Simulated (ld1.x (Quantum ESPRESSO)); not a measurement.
An all-electron radial function and its pseudo partner (C (Z = 6))

Columns: radius, all-electron u(r) and pseudo u(r) of the 2p shell (level -5.24 eV) of carbon in the configuration [He] 2s2 2p2; BLYP, scalar-relativistic, RRKJ scheme, ld1.x (Quantum ESPRESSO) 7.5.

```
r (bohr)  all-electron  pseudo
   0.163        0.1072  0.0273
   0.325        0.2849  0.1043
   0.488        0.4449  0.2202
   0.650        0.5639  0.3564
   0.813        0.6439  0.4952
   0.975        0.6890  0.6169
   1.138        0.7064  0.7092
   1.300        0.7031  0.7632
   1.463        0.6853  0.7787
   1.625        0.6583  0.7605
   1.788        0.6252  0.7174
   1.950        0.5892  0.6604
   2.113        0.5515  0.5988
   2.275        0.5140  0.5405
   2.438        0.4770  0.4889
   2.600        0.4415  0.4454
   2.763        0.4075  0.4082
   2.925        0.3755  0.3755
   3.088        0.3452  0.3452
   3.250        0.3170  0.3170
   3.413        0.2907  0.2907
   3.575        0.2663  0.2663
   3.738        0.2436  0.2436
   3.900        0.2227  0.2227
   4.063        0.2033  0.2033
   4.225        0.1855  0.1855
```

(1) How many radial nodes do the two functions have?

(2) At about which radius was the pseudo-wave matched?

(3) Where does each function peak?

(4) Is the pseudo-wave norm-conserving?

Answers

(1) The all-electron 2p function has n − l − 1 = 0; the pseudo-wave has 0.

(2) 3.05 bohr, where the columns begin to agree (steps of 0.16 bohr).

(3) Outermost all-electron maximum near 1.14 bohr, pseudo maximum near 1.46 bohr (to the table’s step).

(4) Yes: the RRKJ scheme keeps the norm inside the radius equal to the all-electron one, which fixes the energy derivative of the logarithmic derivative at the level.
